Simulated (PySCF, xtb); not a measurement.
Mg(Br)(SeH) (BrHMgSe), SMILES [SeH][Mg][Br]. One conformer was computed; it need not be the lowest.

Harmonic wavenumbers (cm⁻¹) from xtb with GFN2-xTB at its own minimum, in rising order: 47, 91, 214, 400, 444, 2064.

Question: What does B3LYP-D3(BJ)/def2-TZVP (PySCF) give at its own minimum? (Estimate from the structure and the level; the computed values follow.)

Answer: 83, 90, 182, 484, 498, 2383. Paired by order, the mean absolute difference is 87 cm⁻¹ and the zero-point energies are 4.7 and 5.3 kcal/mol.
